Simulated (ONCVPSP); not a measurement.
## silicon: one change to an ONCV potential, before and after

silicon, optimised norm-conserving Vanderbilt (ONCV), made with ONCVPSP 4.0.1 (BLYP, scalar-relativistic). Core [He], reference 2s2 2p6 3s2 (charge +2). Waves: 2s+3s: rc 1.00 bohr, ncon 3, nbas 7, qcut 13.9 1/bohr, 2 projectors; 2p: rc 0.95 bohr, ncon 4, nbas 9, qcut 12.4 1/bohr, 2 projectors, debl 2.2 Ha. Local part: polynomial inside 0.75 bohr (lpopt 3, dvloc0 -1 Ha). Core correction: none.

In the p channel the program set the typed energies aside and used -4.297, 0.250 Ha.

Change: p: rc 1.14.

Cutoffs: the cutoffs (Ha) at which the residual kinetic energy of the hardest occupied pseudo-wave falls to 1 and 0.1 mHa per electron; they do not see the model core or the augmentation charge, which bear on the density cutoff. Errors are all-electron minus pseudo energies relative to the spin-unpolarised reference configuration.

Question: How do hardness, ghosts and transferability respond?

Answer: The potential gets softer (72 Ha and 191 Ha → 62 Ha and 69 Ha); of the 4 tests that both files solve, the error grows in 2 and shrinks in 0 by more than 15 % and 0.3 meV (median size 2.8 → 3.1 meV); neither file shows a bound ghost. A larger radius leaves more room for a smooth pseudo-wave, so fewer plane waves are needed.

| quantity | base | changed |
| --- | --- | --- |
| cutoff, loose | 72 Ha | 62 Ha |
| cutoff, tight | 191 Ha | 69 Ha |
| loose cutoff by channel | s 30 Ha, p 72 Ha | s 30 Ha, p 62 Ha |
| bound ghosts | none | none |
| GHOST(+) flags under 300 eV | none | none |
| error for 2s2 2p6 3s2 3p2, meV [ΔE -23.48 eV] | +3.3 | +3.2 |
| error for 2s2 2p6 3s2 3p1, meV [ΔE -15.89 eV] | +1.5 | +1.4 |
| error for 2s2 2p6 3s1, meV [ΔE 34.00 eV] | -2.4 | -3.1 |
| error for 2s2 2p6 3s0, meV [ΔE 79.47 eV] | -11 | -15 |
| s: phases at 1.01 bohr within 0.05 rad from the reference energy up to (Ha; the scan ends near 5) | to the end of the scan | to the end of the scan |
